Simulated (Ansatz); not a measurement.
Reaction (ligand exchange at the Si–C bond): `CO[SiH2]CN` + `S[SiH2]Cl` → `CO[SiH2]S[SiH2]Cl` + CH₃NH₂

Gas-phase electronic energies from Ansatz, PBE0-D4/def2-TZVP geometries. CCSD(T)/CBS adds triple-zeta CCSD(T) − MP2 to the extrapolated MP2 energy (def2 sets, frozen cores). Functionals use def2-TZVPP. Each species was taken in one conformer, which may not be the lowest.

Problem. Is it downhill or uphill in electronic energy at CCSD(T)/CBS, and by how much? (An estimate is asked.)

Solution. Ansatz gave: Downhill: ΔE = -81.4 kJ/mol.

Problem. What do these levels give: ωB97X-V, ωB97M-V, PBE0, HF/def2-QZVPP, SCS-MP2/def2-QZVPP, HF/CBS(def2)? (An estimate is asked.)

Solution. Ansatz gave: ωB97X-V -78.0, ωB97M-V -78.1, PBE0 -76.4, HF/def2-QZVPP -74.3, SCS-MP2/def2-QZVPP -82.3, HF/CBS(def2) -74.3 kJ/mol.

Largest T1 diagnostic among the species: 0.011.

The D4 term adds −10.7 kJ/mol with B3LYP and −6.1 kJ/mol with PBE0; it sums over pairs of atoms, weighted by their polarisabilities, and B3LYP, whose exchange is more repulsive, gets the larger term. In def2-TZVPP, CCSD(T) changes the Hartree–Fock value by −3.4 kJ/mol (the triples alone add −2.2 kJ/mol) and MP2 by −10.0 kJ/mol.

B3LYP here is the variant with VWN-RPA as its local correlation; programs differ in this.
